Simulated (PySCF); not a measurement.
Start geometry of chlorobenzene (`Clc1ccccc1`) from GFN2-xTB (Å):
```
atom  x, y, z in Å
Cl1    3.043    0.219   -0.006
C2     1.316    0.095   -0.004
C3     0.550    1.248    0.010
C4    -0.830    1.142    0.011
C5    -1.436   -0.103   -0.001
C6    -0.658   -1.249   -0.016
C7     0.723   -1.157   -0.017
H8     1.029    2.215    0.022
H9    -1.432    2.038    0.023
H10   -2.513   -0.181    0.003
H11   -1.125   -2.222   -0.024
H12    1.336   -2.045   -0.028
```

Problem. What comes out of this run: PBE0/6-31+G* geometry optimisation, gas phase (PySCF)?

Solution. 
```
atom  x, y, z in Å
Cl1    4.047    0.420    0.012
C2     2.312    0.288    0.015
C3     1.540    1.447    0.031
C4     0.151    1.335    0.033
C5    -0.458    0.081    0.020
C6     0.331   -1.069    0.004
C7     1.721   -0.973    0.002
H8     2.022    2.419    0.041
H9    -0.456    2.237    0.046
H10   -1.541    0.000    0.022
H11   -0.136   -2.051   -0.006
H12    2.342   -1.864   -0.011
```

The energy falls by 0.018 eV over 6 energy and gradient evaluations, the largest force component goes from 0.0052 to 3.2e-04 Eh/bohr, and the atoms move by 0.013 Å rms after alignment. Among the bonds, Cl1–C2, C3–C4, C4–C5, C5–C6 and C6–C7 change most and about equally (+0.009 to +0.010 Å). Bonds longer at the end by more than 0.005 Å: 12 of 12; shorter: 0. Rotational constants go from 5758, 1591, 1246 to 5690, 1573, 1232 MHz. The orientation of the end geometry is arbitrary; only internal coordinates are fixed.

The run used 140 basis functions and 37 SCF cycles in all.

PBE0/6-31+G* frequencies: not computed here.
